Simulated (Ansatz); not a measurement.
FGeH3S3 (`[F][Ge]([SH])([SH])[SH]`). The species carries charge 0 and has multiplicity 1. All single points use the PBE0-D4/def2-TZVP geometry. It is one conformer, not always the lowest.

```xyz
8

F    -0.277   -1.121   -1.700
Ge   -0.086   -0.040   -0.355
S    -2.038    0.851    0.117
S     1.230    1.637   -0.886
S     0.747   -1.413    1.155
H    -2.626   -0.354    0.212
H     2.337    0.911   -0.656
H     0.712   -0.471    2.113
```

(1) What is the dipole moment at ωB97M-V/def2-TZVPP? (Best estimate.)

(2) And with PBE, r2SCAN, B3LYP? (An estimate is asked.)

(3) Give the Mulliken charges with ωB97M-V, PBE, r2SCAN in def2-TZVPP. (Estimate.)

## Answers

(1) Computed: 1.95 D, with components (0.41, 0.41, 1.86) D in this frame, pointing from negative to positive charge.

(2) The calculation gave: PBE 1.85 D, r2SCAN 1.92 D, B3LYP 1.95 D.

(3) Ansatz gave: 
| atom | ωB97M-V | PBE | r2SCAN |
| --- | --- | --- | --- |
| F1 | -0.36 | -0.32 | -0.36 |
| Ge2 | 0.69 | 0.72 | 0.82 |
| S3 | -0.25 | -0.27 | -0.28 |
| S4 | -0.24 | -0.27 | -0.28 |
| S5 | -0.25 | -0.27 | -0.28 |
| H6 | 0.14 | 0.13 | 0.13 |
| H7 | 0.14 | 0.13 | 0.13 |
| H8 | 0.14 | 0.13 | 0.13 |

B3LYP here is the variant with VWN-RPA as its local correlation; programs differ in this.
